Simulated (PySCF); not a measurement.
Compound: C4H14N2Si.
Bonds: C1–C2, C2–C3, C2–N4, N4–C5, N4–N6, N6–Si7. Hydrogens: H8, H9, H10 on C1; H11 on C2; H12, H13, H14 on C3; H15, H16, H17 on C5; H18 on N6; H19, H20, H21 on Si7.

Computed with PySCF at PBE0/pcSseg-1 and PBE0/def2-SVPD, non-relativistic, on one gas-phase PBE0-D3(BJ)/def2-SVP geometry that isn't relaxed in the solvent. The solvent is an IEF-PCM continuum (cavity from Bondi-type radii × 1.2). Only the electrostatic response of the medium enters.

Gas phase at PBE0/pcSseg-1: HOMO -6.36 eV, LUMO 0.79 eV, dipole 1.65 D.

Problem. What does the continuum do to the energy, the frontier levels and the dipole at PBE0/pcSseg-1 in water?

Solution. 
```csv
solvent,ε,E(solvent) − E(gas) (kJ/mol),polarisation term (kJ/mol),distortion of the solute (kJ/mol),HOMO (eV),LUMO (eV),dipole (D)
water,78.36,-10.85,-12.60,1.75,-6.28,0.86,2.28
```

The polarisation term is half the interaction of the solute with the surface charges that it induces; the rest is the cost of distorting the solute's density. The sum is the electrostatic part of solvation alone.

Problem. Which radius a makes the point-dipole formula ΔE = −[(ε − 1)/(2ε + 1)]·μ²/a³ give the value in water, with the gas-phase dipole?

Solution. μ = 0.649 au and |ΔE| = 0.00413 Eh give a = 1.95 Å; the farthest nucleus lies 3.74 Å from the centroid of the nuclei, so such a sphere wouldn't even hold the nuclei. The formula assumes a rigid point dipole at the centre of a sphere.

Problem. Which Hirshfeld charges (PBE0/pcSseg-1) respond most in water (means over atoms taken as equivalent)?

Solution. 
| atoms | environment | gas (e) | solvent (e) | change |
| --- | --- | --- | --- | --- |
| H18 | N–H hydrogen | +0.102 | +0.114 | +0.012 |
| N4 | hydrazine nitrogen | -0.044 | -0.052 | -0.008 |
| Si7 | SiH3 silicon | +0.334 | +0.330 | -0.004 |
| H11 | methine hydrogen | +0.038 | +0.042 | +0.004 |
| H15/H16/H17 | methyl hydrogen | +0.036 | +0.040 | +0.004 |
| H19/H20/H21 | Si–H hydrogen | -0.085 | -0.088 | -0.003 |
| C1/C3 | methyl carbon | -0.126 | -0.128 | -0.002 |
| C5 | N-methyl carbon | -0.077 | -0.078 | -0.001 |

Problem. How do the nuclear quadrupole coupling constants eQVzz/h respond in water?

Solution. 
| nucleus | Q (barn) | gas (MHz) | solvent (MHz) | η gas | η solvent |
| --- | --- | --- | --- | --- | --- |
| 14N at N4 | 0.02044 | -7.29 | -7.22 | 0.36 | 0.37 |
| 14N at N6 | 0.02044 | -6.24 | -6.11 | 0.56 | 0.57 |

Gas phase at PBE0/def2-SVPD: HOMO -6.39 eV, LUMO 0.37 eV, dipole 1.63 D.

Problem. What does the continuum do to the energy, the frontier levels and the dipole at PBE0/def2-SVPD in water?

Solution. 
```csv
solvent,ε,E(solvent) − E(gas) (kJ/mol),polarisation term (kJ/mol),distortion of the solute (kJ/mol),HOMO (eV),LUMO (eV),dipole (D)
water,78.36,-10.84,-12.93,2.09,-6.30,0.50,2.33
```

The atom shares or the degeneracy of the LUMO differ from the gas phase in water, so that column needn't follow one orbital.

Problem. How does the static polarisability (PBE0/def2-SVPD, frozen core, with the continuum's full static response) change?

Solution. 
```csv
medium,isotropic (au),principal values (au),⟨r²⟩ of the electrons (bohr²)
gas,95.6,"86.5, 94.5, 105.8",1169.6
water,131.3,"126.1, 130.1, 137.8",1169.2
```

The isotropic value in water is 1.37 times the gas-phase one; no cavity-field correction is applied. ⟨r²⟩ is taken about the centre of nuclear charge.

The values belong to the conformer `[CH3:1][CH:2]([CH3:3])[N:4]([CH3:5])[NH:6][SiH3:7]`: C1–C2–N4–C5 163°, C2–N4–N6–Si7 126°.
